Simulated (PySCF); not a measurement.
Record of a relaxation.

Species: ClH6PSi2.
SMILES with atom numbers: `[SiH3:1][Si@H:2]([PH2:3])[Cl:4]` (hydrogens: H5, H6, H7 on Si1; H8 on Si2; H9, H10 on P3)

Method: PBE0-D3(BJ)/def2-SVP geometry optimisation, gas phase (PySCF 2.14.0); density fitting, grid level 1; the optimiser is geomeTRIC in internal coordinates, started from a GFN2-xTB structure with every atom displaced at random (about 0.01 Å). 7 of its 9 geometries are shown. The frame can shift and turn from step to step; on so coarse a grid that alone can change the energy by a few meV, and forces under 0.02 eV/Å are noise.

Step 0: E = -37639.5977 eV, largest atomic force 1.433 eV/Å
```
atom  x, y, z in Å  |  force x, y, z in eV/Å
Si1    -1.429   -0.722    0.183   -0.363   0.899  -0.273
Si2     0.164    0.910   -0.314    0.307  -0.300  -0.262
P3      2.307    0.275   -0.198    0.566   1.123   0.309
Cl4     0.042    2.493    0.969   -0.218   0.563   0.672
H5     -1.289   -1.256    1.517    0.293  -0.293   0.958
H6     -1.341   -1.810   -0.764    0.190  -0.736  -0.699
H7     -2.798   -0.163    0.081   -0.230   0.184  -0.042
H8      0.069    1.507   -1.660   -0.289  -0.078  -0.392
H9      2.200   -0.358    1.051   -0.069  -0.182   0.520
H10     2.125   -0.898   -0.885   -0.186  -1.180  -0.791
```

Step 1: E = -37639.7558 eV, largest atomic force 0.473 eV/Å
```
atom  x, y, z in Å  |  force x, y, z in eV/Å
Si1    -0.817    1.710    0.592    0.122  -0.168   0.078
Si2     0.891    3.239    0.102   -0.271   0.274   0.243
P3      3.030    2.522    0.249   -0.002  -0.333   0.008
Cl4     0.694    4.820    1.487    0.098  -0.325  -0.330
H5     -0.617    1.181    1.980   -0.018   0.012  -0.080
H6     -0.718    0.579   -0.389   -0.021   0.031   0.065
H7     -2.175    2.325    0.489    0.044   0.055  -0.013
H8      0.666    3.766   -1.279    0.091   0.084   0.024
H9      2.842    1.902    1.532   -0.019   0.075  -0.141
H10     2.798    1.295   -0.481   -0.024   0.296   0.145
```

Step 3: E = -37639.7792 eV, largest atomic force 0.065 eV/Å
```
atom  x, y, z in Å  |  force x, y, z in eV/Å
Si1    -0.787    1.699    0.602    0.001  -0.006  -0.018
Si2     0.885    3.256    0.092   -0.007   0.064   0.007
P3      3.006    2.494    0.253    0.027   0.007   0.005
Cl4     0.726    4.816    1.465   -0.006  -0.009  -0.004
H5     -0.575    1.183    1.987    0.012   0.007   0.013
H6     -0.704    0.560   -0.364   -0.004  -0.004   0.002
H7     -2.137    2.332    0.504   -0.007  -0.003   0.007
H8      0.703    3.818   -1.280   -0.005   0.001   0.005
H9      2.763    1.870    1.515   -0.005  -0.017   0.011
H10     2.715    1.309   -0.492   -0.007  -0.040  -0.027
```

Step 4: E = -37639.7802 eV, largest atomic force 0.041 eV/Å
```
atom  x, y, z in Å  |  force x, y, z in eV/Å
Si1    -0.781    1.704    0.605   -0.012   0.015  -0.015
Si2     0.885    3.265    0.090    0.022  -0.002  -0.025
P3      3.000    2.479    0.249    0.010   0.008   0.005
Cl4     0.733    4.819    1.466   -0.006   0.025   0.032
H5     -0.556    1.193    1.991    0.009   0.006   0.011
H6     -0.700    0.560   -0.357   -0.001  -0.002  -0.001
H7     -2.133    2.332    0.514   -0.007  -0.011   0.009
H8      0.706    3.833   -1.279   -0.007  -0.004   0.002
H9      2.745    1.850    1.507   -0.001  -0.012   0.003
H10     2.696    1.301   -0.503   -0.007  -0.023  -0.020
```

Step 5: E = -37639.7808 eV, largest atomic force 0.075 eV/Å
```
atom  x, y, z in Å  |  force x, y, z in eV/Å
Si1    -0.774    1.714    0.611   -0.016   0.027   0.000
Si2     0.888    3.278    0.088    0.031  -0.057  -0.038
P3      2.991    2.453    0.240   -0.012   0.001   0.000
Cl4     0.751    4.824    1.472    0.001   0.035   0.043
H5     -0.528    1.214    1.997    0.001   0.002   0.003
H6     -0.696    0.566   -0.345    0.003   0.003  -0.003
H7     -2.133    2.332    0.533   -0.003  -0.011   0.008
H8      0.711    3.855   -1.278   -0.005  -0.002   0.000
H9      2.720    1.814    1.490    0.004  -0.003  -0.009
H10     2.663    1.288   -0.526   -0.004   0.006  -0.005
```

Step 7: E = -37639.7809 eV, largest atomic force 0.030 eV/Å
```
atom  x, y, z in Å  |  force x, y, z in eV/Å
Si1    -0.773    1.736    0.627    0.000   0.006   0.015
Si2     0.896    3.286    0.087    0.000  -0.030  -0.001
P3      2.982    2.415    0.211   -0.017   0.002  -0.006
Cl4     0.796    4.822    1.490    0.010  -0.004   0.001
H5     -0.500    1.243    2.012   -0.005  -0.003  -0.004
H6     -0.704    0.584   -0.325   -0.001   0.004   0.001
H7     -2.138    2.341    0.573    0.004   0.007   0.000
H8      0.713    3.877   -1.272    0.001   0.004   0.001
H9      2.704    1.760    1.452    0.004   0.000  -0.010
H10     2.618    1.273   -0.573    0.003   0.014   0.003
```

Step 8: E = -37639.7811 eV, largest atomic force under 0.02 eV/Å
```
atom  x, y, z in Å  |  force x, y, z in eV/Å
Si1    -0.776    1.737    0.629    0.003   0.001   0.013
Si2     0.896    3.283    0.088   -0.002  -0.015   0.005
P3      2.983    2.416    0.208   -0.011   0.004  -0.004
Cl4     0.799    4.819    1.491    0.009  -0.008  -0.004
H5     -0.505    1.242    2.013   -0.004  -0.002  -0.002
H6     -0.708    0.585   -0.324   -0.003   0.003   0.001
H7     -2.139    2.345    0.575    0.003   0.008  -0.001
H8      0.712    3.874   -1.271   -0.001   0.005   0.002
H9      2.710    1.760    1.449    0.004  -0.002  -0.007
H10     2.621    1.274   -0.576    0.002   0.006  -0.002
```

Q: Summarise the path.

A: The energy falls by 17.69 kJ/mol from step 0 to step 8; nine tenths of that is first reached at step 2. It falls at every step. The largest force goes from 1.433 to under 0.02 eV/Å. Among the bonds P3–H10 changes most, from 1.372 to 1.432 Å; the atoms move by 0.109 Å rms after alignment.

Q: Follow the three bonds and two angles with the largest change from start to end.

A: 
```tsv
step	E above end (kJ/mol)	largest force (eV/Å)	P3–H10 (Å)	Si1–H5 (Å)	Si1–H6 (Å)	P3–Si2–H8 (°)	Si2–Si1–H5 (°)
0	17.69	1.433	1.372	1.443	1.445	102.9	112.9
1	2.44	0.473	1.447	1.499	1.501	108.3	109.1
2	0.59	0.253	1.433	1.495	1.498	107.9	109.4
3	0.18	0.065	1.430	1.493	1.496	107.8	109.3
4	0.09	0.041	1.430	1.494	1.496	108.0	108.9
5	0.03	0.075	1.432	1.494	1.496	108.2	108.3
6	0.02	0.068	1.433	1.495	1.496	108.3	107.8
7	0.01	0.030	1.433	1.495	1.496	108.3	107.6
8	0.00	under 0.02	1.432	1.495	1.496	108.3	107.7
```

The cost below is that of the whole optimisation. Time: 68 s wall; peak memory 0.43 GiB. Hardware: one thread, AMD EPYC 7R43 (x86_64), no GPU, shared host with 256 logical CPUs at a one-minute load of 236.
